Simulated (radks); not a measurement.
Dipole-allowed excitations along the series with 30 electrons in [Ar] 3d10 4s2. All-electron calculation, scalar-relativistic Kohn-Sham, LDA (Slater exchange, Perdew-Wang correlation), spin-unpolarised, spherical densities, finite nucleus; Fermi nuclear charge, rms radius of each element as measured or else 0.836 A^(1/3) + 0.57 fm. Program: a radial shooting solver on a logarithmic mesh with Libxc functionals. Time-dependent linear response with the Hartree and adiabatic LDA kernel, continuum included through the Sternheimer equations, no spin-orbit coupling, so fine structure and intercombination lines are absent. Lines are the poles of the dipole polarisability below minus the highest occupied eigenvalue, found on a grid refined at the orbital gaps; the lowest seven at most are given, and weak or close lines can be missed. The first line takes the name of the lowest orbital gap if no other gap lies below it; otherwise a line is named after a gap within 0.6 % of it, if that gap stands alone.

| species | -e(HOMO) (eV) | lowest orbital gap (eV) | first line (eV) | f | static alpha (bohr^3) |
|---|---|---|---|---|---|
| Ag17+ | 461.57 | 4s-4p 43.433 | 51.404 (4s-4p) | 1.27 | 0.3890 |
| Cd18+ | 505.40 | 4s-4p 46.141 | 54.458 (4s-4p) | 1.25 | 0.3423 |
| In19+ | 551.11 | 4s-4p 48.936 | 57.602 (4s-4p) | 1.24 | 0.3025 |
| Sb21+ | 648.21 | 4s-4p 54.810 | 64.175 (4s-4p) | 1.22 | 0.2389 |
| Te22+ | 699.62 | 4s-4p 57.901 | 67.617 (4s-4p) | 1.21 | 0.2134 |

Estimate the first line of Sn20+, its oscillator strength and the static polarisability.

Answer. 60.838 eV (4s-4p), f = 1.23, alpha = 0.2683 bohr^3.
